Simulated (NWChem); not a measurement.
Species: BeNH$_{2}$Br; SMILES [NH2][Be][Br]

```xyz
5

Be     0.0000     0.0000    -1.1287
Br     0.0000     0.0000     0.8368
N      0.0000     0.0000    -2.6219
H      0.0000    -0.8263    -3.2108
H      0.0000     0.8263    -3.2108
```
Atoms are numbered in this order, from 1.

Results from NWChem. Geometry: optimised at PBE0/def2-SVP. Ions are spin-unrestricted doublets at the neutral geometry; other ion states weren't tried.

### Question
Estimate the computed values for CAM-B3LYP/def2-SVP. Quantities: vertical ionisation energy, ΔSCF (eV); −ε(HOMO) (eV).

### Answer
| Item | Value |
|---|---|
| vertical ionisation energy, ΔSCF (eV) | 9.96 |
| −ε(HOMO) (eV) | 8.79 |
